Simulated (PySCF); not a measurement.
Species: C7H7O2 (charge -1).
SMILES with atom numbers: `[CH3:1][C:2]#[C:3]/[C:4](=[CH:5]\[CH3:6])[C:7](=[O:8])[O-:9]` (hydrogens: H10, H11, H12 on C1; H13 on C5; H14, H15, H16 on C6)

The geometry is computed with GFN2-xTB (gas phase).

Task: Give the optimised bond lengths and angles.

Result: 
```
                  bond  length (pm)          order
                 C1–C2        145.2         single
                 C2≡C3        120.6         triple
                 C3–C4        140.5         single
                 C4=C5        133.3         double
                 C5–C6        149.9         single
                 C4–C7        159.1         single
          C7=O8, C7–O9        123.5  double/single
C1–H10, C1–H11, C1–H12        109.3         single
                C5–H13        108.3         single
C6–H14, C6–H15, C6–H16        109.2         single
```

Bonds in one row agree within 1 pm and their mean is given. Orders are formal, as drawn. A selection of angles:
```
   angle  degrees
C1–C2–C3    179.5
C2–C3–C4    175.9
C3–C4–C5    123.4
C3–C4–C7    117.4
C5–C4–C7    119.1
C4–C5–C6    126.2
C4–C7–O8    114.2
C4–C7–O9    115.9
O8–C7–O9    130.0
```

Torsions: C3–C4–C5–C6 0° (synperiplanar); C3–C4–C7–O8 177° (antiperiplanar). The mirror-image conformer, all signs reversed, is as good.

C4 (fully substituted alkene carbon) is planar (angles 123.4°, 119.1° and 117.4°, sum 360.0°, 0.00 Å off the plane of its three neighbours). Of the pairs four or more bonds apart, O8···H13 is among the closest relative to their van der Waals radii: 2.34 Å, 86 % of the sum of Bondi's values. C7 (carboxylate carbon) is planar (angles 130.0°, 115.9° and 114.2°, sum 360.0°, 0.00 Å off the plane of its three neighbours). C5 (alkene CH carbon) is planar (angles 126.2°, 117.2° and 116.6°, sum 360.0°, 0.00 Å off the plane of its three neighbours). The 6 C–C bonds span 1.206 Å (C2≡C3, drawn triple) to 1.591 Å (C4–C7, drawn single), a spread of 0.385 Å.

Point group: near Cs, missed by 0.29 Å at most; the miss may be what the optimiser left on a soft mode. Whether it is a minimum is left open (no frequencies).
